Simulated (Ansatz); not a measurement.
A nudged elastic band was laid between two geometries of a periodic cell of 13 atoms, Tc12Au (surface Tc(0001), adsorbate Au).

Theory: Ansatz 0.2.0, DFT PBE-D3(BJ), scalar-relativistic, plane waves, PAW. Settings: cutoff 600 eV, k mesh 4x4x1, fermi-dirac smearing 0.05 eV, no spin polarisation.

```yaml
movable_images: 5
climbing_image: yes
spring: 5.0 eV/Å²
optimiser: lbfgs
start_path: IDPP
force_threshold: 0.03 eV/Å
iteration_limit: 26
end_points: relaxed
atoms_held: 1 to 4
```

First end point:

```xyz
13
Lattice="5.4800 0.0000 0.0000 2.7400 4.7458 0.0000 0.0000 0.0000 15.3950" Properties=species:S:1:pos:R:3
Tc 0.000 0.000 1.000
Tc 2.740 0.000 1.000
Tc 1.370 2.373 1.000
Tc 4.110 2.373 1.000
Tc 0.000 1.582 3.044
Tc 2.740 1.584 3.122
Tc 1.372 3.954 3.122
Tc 4.108 3.954 3.122
Tc 0.000 0.014 5.235
Tc 2.740 0.000 5.209
Tc 1.358 2.366 5.235
Tc 4.122 2.366 5.235
Au 2.740 3.164 7.459
```

Last end point:

```xyz
13
Lattice="5.4800 0.0000 0.0000 2.7400 4.7458 0.0000 0.0000 0.0000 15.3950" Properties=species:S:1:pos:R:3
Tc 0.000 0.000 1.000
Tc 2.740 0.000 1.000
Tc 1.370 2.373 1.000
Tc 4.110 2.373 1.000
Tc 0.000 1.581 3.101
Tc 2.740 1.582 3.118
Tc 1.370 3.955 3.101
Tc 4.110 3.955 3.101
Tc 0.000 0.000 5.237
Tc 2.740 -0.034 5.222
Tc 1.341 2.390 5.222
Tc 4.139 2.390 5.222
Au 2.740 1.582 7.399
```

Which bonds break or form, and what moves?

The atom that moves furthest is Au13, by 1.58 Å; four of its nearest neighbours are Tc9 2.74, Tc12 2.74, Tc11 2.74, Tc10 3.88 Å at the first end and Tc12 2.71, Tc10 2.71, Tc11 2.71, Tc9 3.83 Å at the last.

What energy profile does the band end with?

It converged. The highest image is number 3 of 0 to 6, 0.065 eV above the first end and 0.111 eV above the last; the last end lies 0.046 eV below the first. By the program's own check the climbing image is a first-order saddle point (lowest curvatures found: -0.65 and 1.07 eV/Å²). Limits of this set-up: coarse k mesh, thin slab, slab without dipole correction, a typed lattice constant that wasn't relaxed here.

```json
{"image": "0", "path coordinate (Å)": "0.00", "energy (eV)": "0.000", "Tc9–Au13 (Å)": "2.74", "Tc10–Au13 (Å)": "3.88"}
{"image": "1", "path coordinate (Å)": "0.25", "energy (eV)": "0.016", "Tc9–Au13 (Å)": "2.83", "Tc10–Au13 (Å)": "3.68"}
{"image": "2", "path coordinate (Å)": "0.50", "energy (eV)": "0.048", "Tc9–Au13 (Å)": "2.97", "Tc10–Au13 (Å)": "3.46"}
{"image": "3", "path coordinate (Å)": "0.74", "energy (eV)": "0.065", "Tc9–Au13 (Å)": "3.15", "Tc10–Au13 (Å)": "3.25"}
{"image": "4", "path coordinate (Å)": "1.04", "energy (eV)": "0.037", "Tc9–Au13 (Å)": "3.37", "Tc10–Au13 (Å)": "3.02"}
{"image": "5", "path coordinate (Å)": "1.33", "energy (eV)": "-0.019", "Tc9–Au13 (Å)": "3.61", "Tc10–Au13 (Å)": "2.83"}
{"image": "6", "path coordinate (Å)": "1.63", "energy (eV)": "-0.046", "Tc9–Au13 (Å)": "3.83", "Tc10–Au13 (Å)": "2.71"}
```

What is the geometry of the highest image?


```xyz
13
Lattice="5.4800 0.0000 0.0000 2.7400 4.7458 0.0000 0.0000 0.0000 15.3950" Properties=species:S:1:pos:R:3
Tc 0.000 0.000 1.000
Tc 2.740 0.000 1.000
Tc 1.370 2.373 1.000
Tc 4.110 2.373 1.000
Tc 0.001 1.546 3.055
Tc 2.740 1.579 3.115
Tc 1.363 3.949 3.119
Tc 4.118 3.949 3.119
Tc 0.002 -0.053 5.253
Tc 2.742 0.063 5.228
Tc 1.304 2.383 5.218
Tc 4.178 2.383 5.218
Au 2.742 2.441 7.449
```

Time of the run: 41 min on 4 threads of Arm Neoverse V1 (shared host), peak memory 5.7 GiB.
